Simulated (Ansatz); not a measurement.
Reaction (redistribution): `CS[SiH](O)F` + `C[N]([GeH3])[InH2]` → `C[N]([GeH3])[SiH](O)F` + `C[S][InH2]`

Computed with Ansatz on PBE0-D4/def2-TZVP structures; ΔE is electronic, products minus reactants. CBS: MP2 limit from def2 TZ/QZ plus the TZ coupled-cluster correction, frozen cores. def2 core potentials past Kr. For Ge, In outer-core shells are correlated without core-valence functions, which leaves a few kJ/mol of doubt a bond. Scalar relativity is left out up to krypton. One conformer a species, not always the lowest.

```tsv
level	ΔE (kcal/mol)
CCSD/def2-TZVPP	-20.4
MP2/CBS(def2)	-18.0
```

**Question.** What does CCSD(T)/CBS give? (Estimate.)

**Answer.** Ansatz gave: -18.7 kcal/mol. The listed levels differ from it by -1.7, 0.7 kcal/mol.

Largest T1 diagnostic among the species: 0.015.

From PBE to PBE0 (25 % exact exchange), in def2-TZVPP and without D4, ΔE moves by −2.0 kcal/mol. In def2-TZVPP, CCSD(T) changes the Hartree–Fock value by +5.1 kcal/mol (the triples alone add +1.0 kcal/mol) and MP2 by +5.8 kcal/mol.
